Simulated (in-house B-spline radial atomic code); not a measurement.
In is squeezed into an impenetrable sphere of radius R (the orbitals vanish at R). No spin polarisation. Computed with a radial B-spline atomic code at the basis-set limit: scalar-relativistic (X2C) PBE, spherical fractional occupations, Fermi nucleus of rms radius 4.6156 fm.

Energies in eV above the free atom in [Kr] 4d10 5s2 5p1:

```json
{"R (bohr)": "8.17", "highest level (eV)": "-2.14", "[Kr] 4d10 5s2 5p1": "0.1732", "[Kr] 4d10 4f1 5s1 5p1": "15.75", "[Kr] 4d9 4f1 5s2 5p1": "28.87"}
{"R (bohr)": "5.69", "highest level (eV)": "-0.217", "[Kr] 4d10 5s2 5p1": "1.833", "[Kr] 4d10 4f1 5s1 5p1": "22.89", "[Kr] 4d9 4f1 5s2 5p1": "35.47"}
{"R (bohr)": "5.2", "highest level (eV)": "0.884", "[Kr] 4d10 5s2 5p1": "3.108", "[Kr] 4d10 4f1 5s1 5p1": "26.05", "[Kr] 4d9 4f1 5s2 5p1": "38.43"}
{"R (bohr)": "4.54", "highest level (eV)": "3.43", "[Kr] 4d10 5s2 5p1": "6.632", "[Kr] 4d10 4f1 5s1 5p1": "32.71", "[Kr] 4d9 4f1 5s2 5p1": "44.94"}
{"R (bohr)": "3.33", "highest level (eV)": "17", "[Kr] 4d10 5s2 5p1": "32.97", "[Kr] 4d10 4f1 5s1 5p1": "65.46", "[Kr] 4d9 4f1 5s2 5p1": "80.06"}
{"R (bohr)": "3.07", "highest level (eV)": "23.8", "[Kr] 4d10 5s2 5p1": "49.26", "[Kr] 4d10 4f1 5s1 5p1": "82.36", "[Kr] 4d9 4f1 5s2 5p1": "99.06"}
{"R (bohr)": "2.71", "highest level (eV)": "39.2", "[Kr] 4d10 5s2 5p1": "90.26", "[Kr] 4d10 4f1 5s1 5p1": "122.2", "[Kr] 4d9 4f1 5s2 5p1": "144.5"}
{"R (bohr)": "2.2", "highest level (eV)": "86.1", "[Kr] 4d10 5s2 5p1": "242.6", "[Kr] 4d10 4f1 5s1 5p1": "261.7", "[Kr] 4d9 4f1 5s2 5p1": "305.2"}
{"R (bohr)": "1.74", "highest level (eV)": "198", "[Kr] 4d10 5s2 5p1": "710.3", "[Kr] 4d10 4f1 5s1 5p1": "679.9", "[Kr] 4d9 4f1 5s2 5p1": "783.1"}
{"R (bohr)": "1.57", "highest level (eV)": "281", "[Kr] 4d10 5s2 5p1": "1118", "[Kr] 4d10 4f1 5s1 5p1": "1045", "[Kr] 4d9 4f1 5s2 5p1": "1195"}
```

Problem. Does [Kr] 4d10 4f1 5s1 5p1 fall below [Kr] 4d10 5s2 5p1 under compression?

Solution. Yes, between R = 2.2 and 1.74 bohr the order changes (near 2.02 bohr by linear interpolation).

Problem. Does [Kr] 4d9 4f1 5s2 5p1 fall below [Kr] 4d10 5s2 5p1 under compression?

Solution. No, it stays above over the whole range.

The highest level is first positive in the row R = 5.2 bohr, pushed up by confinement above the zero of the free ion's potential. Each configuration is held fixed and needn't be the lowest in the sphere.
